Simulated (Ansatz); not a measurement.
`Cl[SiH2]N[SiH2]Cl` + H• → `Cl[SiH]N[SiH2]Cl`• + H₂  (hydrogen abstraction from the Si–H bond)

Calculated with Ansatz (gas phase, PBE0-D4/def2-TZVP geometries, no zero-point term in ΔE). CCSD(T)/CBS is the MP2 limit (def2-TZVPP, def2-QZVPP) plus CCSD(T) − MP2 in def2-TZVPP, frozen cores. This one scheme is used for every species, atoms too. DFT in def2-TZVPP. No spin–orbit coupling; open shells (•) take unrestricted orbitals. Each species was taken in one conformer, which may not be the lowest.

| level | ΔE (kJ/mol) | difference from CCSD(T)/CBS |
| --- | --- | --- |
| PBE-D4 | -57.2 | -12.0 |
| ωB97M-V | -40.9 | 4.3 |
| PBE | -57.0 | -11.8 |
| r2SCAN | -60.9 | -15.7 |
| PBE0 | -48.1 | -2.9 |
| SCS-MP2/def2-TZVPP | -38.0 | 7.2 |
| CCSD/def2-TZVPP | -44.7 | 0.5 |
| HF/def2-QZVPP | -20.1 | 25.1 |
| MP2/def2-QZVPP | -34.4 | 10.8 |
| SCS-MP2/def2-QZVPP | -38.1 | 7.1 |
| CCSD(T)/CBS | -45.2 | 0 |

Largest T1 diagnostic among the species: 0.012.

In def2-TZVPP, CCSD(T) changes the Hartree–Fock value by −25.5 kJ/mol (the triples alone add −0.4 kJ/mol) and MP2 by −14.6 kJ/mol. From PBE to PBE0 (25 % exact exchange), in def2-TZVPP and without D4, ΔE moves by +8.9 kJ/mol.

CCSD(T)/CBS has its own doubt, a few kJ/mol and more with outer-core shells, so smaller differences from it don't rank the levels.
